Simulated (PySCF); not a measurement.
A structure optimised at B3LYP-D3(BJ)/def2-SVP, used in a PySCF frequency run:

```
C
C 1 1.3396
F 1 1.3527 2 117.42
H 2 1.0929 1 122.43 3 0.53
Cl 2 1.7317 4 115.51 1 179.39
Si 1 1.8896 2 127.35 4 180.00
H 6 1.4810 1 110.47 2 41.42
H 6 1.4827 7 111.89 1 -119.07
Cl 6 2.0765 7 108.70 8 -120.35
```
Charge 0, spin multiplicity 1.

### Question
Write its SMILES and formula.

### Answer
F/C(=C/Cl)[SiH2]Cl, C₂H₃Cl₂FSi

### Question
What are its rotational constants (standard atomic weights)?

### Answer
2.0704, 1.2498, 0.88688 GHz
